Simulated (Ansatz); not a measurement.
Basis-set series for C₆H₁₈ClN₃Sn (`C[N](C)[Sn]([Cl])([N](C)C)[N](C)C`). Charge 0, multiplicity 1. Sn: def2 effective core potential. The geometry is a stationary point of PBE0-D4/def2-TZVP. It is one conformer, not always the lowest.

```json
{"functional": "PBE0-D4", "basis": "def2-TZVPP", "functions": "623", "energy (Eh)": "-1077.81752", "HOMO (eV)": "-6.20", "LUMO (eV)": "-0.64"}
{"functional": "PBE0-D4", "basis": "def2-QZVPP", "functions": "1205", "energy (Eh)": "-1077.85713", "HOMO (eV)": "-6.22", "LUMO (eV)": "-0.71"}
{"functional": "ωB97M-V", "basis": "def2-TZVPP", "functions": "623", "energy (Eh)": "-1078.15368", "HOMO (eV)": "-8.50", "LUMO (eV)": "1.36"}
{"functional": "ωB97M-V", "basis": "def2-QZVPP", "functions": "1205", "energy (Eh)": "-1078.19194", "HOMO (eV)": "-8.52", "LUMO (eV)": "1.17"}
```

Task: Give the rows for def2-SVP. (Best estimate.)

Result: The calculation gave: 
| functional | basis | functions | energy (Eh) | HOMO (eV) | LUMO (eV) |
| --- | --- | --- | --- | --- | --- |
| PBE0-D4 | def2-SVP | 260 | -1077.19928 | -6.10 | -0.40 |
| ωB97M-V | def2-SVP | 260 | -1077.51424 | -8.40 | 1.69 |

Positive LUMOs are unbound and depend on the basis.

Computed with Ansatz.
